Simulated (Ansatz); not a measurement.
One change: `CB(C)CCl` becomes `[CH3][Al]([CH3])[CH2]Cl`.

Ansatz, PBE0-D4/def2-TZVP geometries, multiplicity 1. Each molecule was computed in one conformer, which needn't be the lowest.

```tsv
property	`CB(C)CCl`
size of the dipole moment (PBE/def2-TZVPP) / D	1.62
HOMO–LUMO gap (ωB97M-V/def2-TZVPP) / eV	11.68
LUMO energy (B3LYP/def2-TZVPP) / eV	-0.90
size of the dipole moment (ωB97M-V/def2-TZVPP) / D	1.75
LUMO energy (PBE/def2-TZVPP) / eV	-1.70
HOMO energy (PBE0/def2-TZVPP) / eV	-8.10
```

Task: What does the change do to each property? (Best estimate.)

Result: Ansatz gave: 
| property | `[CH3][Al]([CH3])[CH2]Cl` | shift |
| --- | --- | --- |
| size of the dipole moment (PBE/def2-TZVPP) / D | 1.08 | -0.54 |
| HOMO–LUMO gap (ωB97M-V/def2-TZVPP) / eV | 11.17 | -0.51 |
| LUMO energy (B3LYP/def2-TZVPP) / eV | -0.54 | 0.36 |
| size of the dipole moment (ωB97M-V/def2-TZVPP) / D | 1.20 | -0.55 |
| LUMO energy (PBE/def2-TZVPP) / eV | -1.22 | 0.48 |
| HOMO energy (PBE0/def2-TZVPP) / eV | -7.62 | 0.48 |

With PBE0 the HOMO rises by 0.48 eV and the LUMO rises by 0.41 eV, so the gap narrows by about 0.07 eV. PBE moves the HOMO by 0.42 eV and ωB97M-V by 0.51 eV. Dipoles are sizes alone; their direction can turn.

B3LYP here is the variant with VWN-RPA as its local correlation; programs differ in this.
